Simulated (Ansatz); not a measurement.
Species: C2H5Cd, charge 1, singlet. A triplet may lie lower; no result for it is given here. C2H5Cd+ (SMILES C[CH2][Cd+]).
B3LYP-D3(BJ)/def2-TZVP minimum from Ansatz (an electronic-structure program):
```
C
H 1 1.0864
H 1 1.0864 2 113.24
C 1 1.4869 2 117.14 3 141.09
H 4 1.0881 1 113.72 2 174.02
H 4 1.0881 5 110.46 1 129.27
H 4 1.1034 5 106.63 6 115.49
Cd 1 2.3096 2 96.65 3 -100.19
```
Charge +1, spin multiplicity 1.

Total energies in def2-SVP, 24 correlated electrons, 6 frozen orbitals. Radicals and triplets start from unrestricted determinants; spin-orbit coupling is neglected. Cores are frozen in correlated methods (noble-gas shells, and filled d and f shells in the p block). Past Kr the def2 sets carry scalar-relativistic core potentials. The restricted determinant of C2H5Cd+ (C[CH2][Cd+], singlet) is unstable towards broken spin symmetry in at least one set run. The spin of C2H5Cd+ (C[CH2][Cd+], singlet) was assumed, and the state is the lowest solution found for it.

| method | program | energy (Eh) | minus CCSDT(Q) (mEh) |
|---|---|---|---|
| HF | Ansatz | -245.14489 | 598.80 |
| MP2 | Ansatz | -245.70604 | 37.64 |
| CCSD | Ansatz | -245.72538 | 18.31 |
| CCSD(T) | Ansatz | -245.74223 | 1.46 |
| CCSDT(Q) | Ansatz | -245.74369 | 0.00 |

Rough core times of Ansatz's runs on a shared machine: CCSD(T) under 20 s, CCSDT(Q) 20 min.
